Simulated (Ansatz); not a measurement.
Relaxation of BClF2H (5 atoms, charge 0, multiplicity 2), to a largest force component of 0.03 eV/Å in at most 50 steps.

Level of theory: Ansatz, UKS PBE/def2-SVP.

```xyz
5
Properties=species:S:1:pos:R:3:forces:R:3
B 0.000 0.000 -0.066 0.00 0.00 1.11
Cl 0.000 0.000 1.754 0.00 0.00 -1.38
F 1.147 0.000 -0.723 -0.14 0.00 0.06
F -1.147 0.000 -0.723 0.14 0.00 0.06
H 0.000 0.000 4.329 0.00 0.00 0.15
```

Task: Where does it end, and by what steps?

Result: The forces met the threshold. The force dipped under the threshold on the way, but the program's further checks kept it going. After 13 steps the energy has fallen by 0.087 eV; H5 moved furthest, 0.75 Å.

```
step  energy less start (eV)  largest force component (eV/Å)  accepted
   0                  0.0000                           1.384       yes
   1                 -0.0375                           0.817       yes
   2                 -0.0717                           0.123       yes
   3                 -0.0671                           0.633        no
   4                 -0.0729                           0.175       yes
   5                 -0.0776                           0.247       yes
   6                 -0.0817                           0.131       yes
   7                 -0.0840                           0.039       yes
   8                 -0.0862                           0.047       yes
   9                 -0.0868                           0.061       yes
  10                 -0.0869                           0.040       yes
  11                 -0.0864                           0.110        no
  12                 -0.0869                           0.024       yes
  13                 -0.0870                           0.002       yes
```

```xyz
5
Properties=species:S:1:pos:R:3
B 0.000 0.001 -0.231
Cl 0.000 0.010 1.522
F 1.141 -0.003 -0.902
F -1.141 -0.003 -0.902
H 0.000 -0.005 5.083
```

The run took 38 s on 1 thread of Arm Neoverse V1, on a shared host, peak memory 0.14 GiB.
